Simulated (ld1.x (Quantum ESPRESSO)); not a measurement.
**B: excitation energies, all-electron against TM**

ld1.x (Quantum ESPRESSO) 7.5 input, shortened:

```
&input
   title='B', zed=5., rel=0, dft='PBESOL', iswitch=3,
   config='[He] 2s1.5 2p0'
 /
 &inputp
   pseudotype=2, tm=.true., lloc=-2, rcloc=1.45,
   nlcc=.true.
 /
2
2S  1  0   1.50   0.00  0.95  0.95  0.0
2P  2  1   0.00   0.00  2.00  2.00  0.0
 &test
   configts(1)='2s1.5 2p0'
 /
```

Energies are relative to the spin-unpolarised reference configuration 2s1.5 2p0; without spin polarisation the order of configurations can differ from experiment. The frozen-core shift is the all-electron ΔE with the core orbitals held at their reference shape minus the fully relaxed ΔE.

| valence configuration | charge | ΔE all-electron (eV) | error AE − PS (meV) | frozen-core shift (meV) |
| --- | --- | --- | --- | --- |
| 2s2 2p1 | 0 | -19.278 | +45 | +2.4 |
| 2s2 2p0 | +1 | -11.137 | +4.6 | +0.8 |
| 2s1 2p0 | +2 | 14.118 | +6.5 | +1.3 |
| 2s2 2p1.3 | -0.3 | -20.003 | +51 | +2.4 |
| 2s1 2p2 | 0 | -13.465 | +74 | +1.4 |
| 2s1 2p1 | +1 | -5.019 | +32 | +0.5 |

(1) What are ΔE and the potential's error for 2s2 2p0.5?

Levels in the configuration 2s1 2p0:

```json
{"level": "2s", "all-electron (eV)": "-31.270", "pseudo (eV)": "-31.241"}
```

## Answers

(1) ΔE = -16.422 eV all-electron; the error (AE − PS) is +26 meV.
